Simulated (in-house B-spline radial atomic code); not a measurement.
Ionisation energies along the 6-electron series, configuration [He] 2s2 2p2, as differences of self-consistent energies. NIST's values go from ground level to ground level; the uncertainty of those that are theory runs from under 0.1 % in few-electron ions to several per cent in heavy many-electron ones. Computed with a B-spline radial code for spherical atoms: non-relativistic Hartree-Fock, average of the configuration, point nuclei.

```tsv
ion	configuration after	ionisation energy (eV)	IE/(q+1)² (eV)	-ε less Coulomb ΔSCF (eV)	tabulated value (eV)	computed minus tabulated (eV)
C	[He] 2s2 2p1	10.0	9.9995	1.0728	11.26029	-1.3
N+	[He] 2s2 2p1	28.1	7.0183	1.0941	29.60125	-1.5
O2+	[He] 2s2 2p1	53.2	5.9073	1.1061	54.93554	-1.8
F3+	[He] 2s2 2p1	85.2	5.3236	1.1138	87.175	-2.0
Ne4+	[He] 2s2 2p1	124.1	4.9625	1.1193	126.247	-2.2
Mg6+	[He] 2s2 2p1	222.4	4.5382	1.1268	225.02	-2.6
Al7+	[He] 2s2 2p1	281.8	4.4027	1.1296	284.64	-2.9
Si8+	[He] 2s2 2p1	348.0	4.2962	1.1319	351.28	-3.3
P9+	[He] 2s2 2p1	421.0	4.2103	1.1339	424.4	-3.4
S10+	[He] 2s2 2p1	500.9	4.1395	1.1357	504.55	-3.7
Cl11+	[He] 2s2 2p1	587.5	4.0802	1.1372	591.58	-4.0
Ar12+	[He] 2s2 2p1	681.0	4.0297	1.1386	685.5	-4.5
K13+	[He] 2s2 2p1	781.3	3.9862	1.1398	786.3	-5.0
Ca14+	[He] 2s2 2p1	888.4	3.9484	1.1409	894	-5.6
Sc15+	[He] 2s2 2p1	1002.3	3.9152	1.1419	1008.6	-6.3
```

(1) How far is this level of theory from the measured and semi-empirical values?

## Answers

(1) Over those 15 rows the differences run from -6.31 to -1.26 eV (mean absolute value 3.3 eV). The calculation leaves out relativity, correlation and, in open shells, the multiplet splittings that an average leaves out.
